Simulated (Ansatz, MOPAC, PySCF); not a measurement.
Pair of molecules: HF (SMILES F) (first 2 atoms) with C2H4 (SMILES C=C); geometry from B3LYP-D3(BJ)/def2-TZVP, rigid monomers moved along the line of their centres of mass till H2···C3 is 2.55 Å.
(charge 0, multiplicity 1):
```json
[
 {"atom": "F", "x (Å)": "-0.2339", "y (Å)": "0.8565", "z (Å)": "0.5851"},
 {"atom": "H", "x (Å)": "-0.1684", "y (Å)": "0.5554", "z (Å)": "1.4687"},
 {"atom": "C", "x (Å)": "-0.5205", "y (Å)": "0.1403", "z (Å)": "3.9575"},
 {"atom": "C", "x (Å)": "0.5216", "y (Å)": "-0.6137", "z (Å)": "3.6247"},
 {"atom": "H", "x (Å)": "-0.3979", "y (Å)": "1.1599", "z (Å)": "4.3022"},
 {"atom": "H", "x (Å)": "-1.5348", "y (Å)": "-0.2368", "z (Å)": "3.9065"},
 {"atom": "H", "x (Å)": "0.3995", "y (Å)": "-1.6363", "z (Å)": "3.2888"},
 {"atom": "H", "x (Å)": "1.5365", "y (Å)": "-0.2396", "z (Å)": "3.6845"}
]
```

Counterpoise-corrected where a basis set is named; no monomer relaxation. Rows marked so take none.

Cores are frozen in the correlated methods. CBS: X⁻³ extrapolation of the correlation energy, Hartree–Fock from the larger set. Rows in 3-21G carry no dispersion term and start afresh at each structure. The state that AM1 reach isn't checked.

Run with Ansatz (Gaussian orbitals); MOPAC for AM1 (differences of heats of formation); PySCF for 3-21G rows. Each number belongs to the level named beside it.

Estimate the interaction energy that AM1 returns for this input.

-1.1 kcal/mol

What interaction energy does MP2/CBS(aug-cc-pVDZ, aug-cc-pVTZ) + ΔCCSD(T)/aug-cc-pVDZ give?

-4.0 kcal/mol

Predict the interaction energy from B3LYP/3-21G (no counterpoise).

-5.1 kcal/mol

Ansatz is an electronic-structure program.
